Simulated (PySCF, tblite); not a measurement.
Isomers of C6H6FO (doublet state). Computed with GFN2-xTB (tblite): harmonic, unscaled wavenumbers at the GFN2-xTB geometry, gas phase. Against measured fundamentals such values can be off by several per cent, at times by over 20. One conformer each. Open shells enter through the occupations alone, without spin polarisation, and single modes of such species can be off by tens of per cent.

Electronic energies: B3LYP/pcH-1 single points on the GFN2-xTB geometries (PySCF, gas phase).

```csv
SMILES,"electronic energy, lowest = 0 (kcal/mol)"
[CH2][C@H](F)/C=C/C=C=O,25.0
C[C@@H](F)/C=C/[C]=C=O,9.7
O=C1C=[C]C[C@@H](F)C1,7.6
O=C1C=CC[C](F)C1,0.0
```

Problem. How do GFN2-xTB zero-point energies change the relative energies?

Solution. 
```tsv
SMILES	ZPE (kcal/mol)	of it from modes above 1550 cm⁻¹	electronic (kcal/mol)	with ZPE, lowest = 0 (kcal/mol)	lowest mode (cm⁻¹)	rings
O=C1C=CC[C](F)C1	64.1	30.6	0.0	0.0	82	1
O=C1C=[C]C[C@@H](F)C1	64.6	30.5	7.6	8.1	80	1
C[C@@H](F)/C=C/[C]=C=O	62.6	31.4	9.7	8.2	45	0
[CH2][C@H](F)/C=C/C=C=O	60.8	31.9	25.0	21.7	30	0
```

The zero-point energies span 3.8 kcal/mol, from `[CH2][C@H](F)/C=C/C=C=O` to `O=C1C=[C]C[C@@H](F)C1`. The order is unchanged.

Problem. And how do the electronic energies of GFN2-xTB itself compare?

Solution. `O=C1C=CC[C](F)C1` 0.0; `O=C1C=[C]C[C@@H](F)C1` 10.7; `C[C@@H](F)/C=C/[C]=C=O` 14.8; `[CH2][C@H](F)/C=C/C=C=O` 37.2 kcal/mol, lowest = 0. Against the energies above, taken from the same isomer `O=C1C=CC[C](F)C1`, the largest difference is 12.2 kcal/mol.

Problem. What do entropy and thermal enthalpy add at 298.15 K and 1 bar (rigid rotor, harmonic oscillator, one conformer each)?

Solution. 
```tsv
SMILES	point group	symmetry number	S (cal/(mol K))	H − H(0) (kcal/mol)	ZPE + H − H(0) − TS (kcal/mol)
O=C1C=CC[C](F)C1	C1	1	85.7	5.15	43.7
O=C1C=[C]C[C@@H](F)C1	C1	1	84.9	5.04	44.4
C[C@@H](F)/C=C/[C]=C=O	C1	1	96.8	6.35	40.1
[CH2][C@H](F)/C=C/C=C=O	C1	1	97.2	6.45	38.3
```

S holds R ln(2S + 1) for the spin.
